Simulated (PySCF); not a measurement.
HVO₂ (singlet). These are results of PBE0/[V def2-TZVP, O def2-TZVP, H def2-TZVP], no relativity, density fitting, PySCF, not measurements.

Harmonic bands of its minimum:

```
ω (cm⁻¹)  IR (km/mol)
     388         39.4
     435         99.0
     650          4.6
    1100          326
    1122         80.2
    1862          167
```

Problem. The central atom is V. Infer the point group and assign the bands.

Solution. Cs. The modes span 4a' + 2a'': 388 a', 435 a', 650 a'', 1100 a'', 1122 a', 1862 a'. The computed geometry has V–H 1.638 Å, V–O 1.570 Å (×2); H–V–O 105.8° (×2), O–V–O 109.7°.

This need not be the most stable arrangement of these atoms.
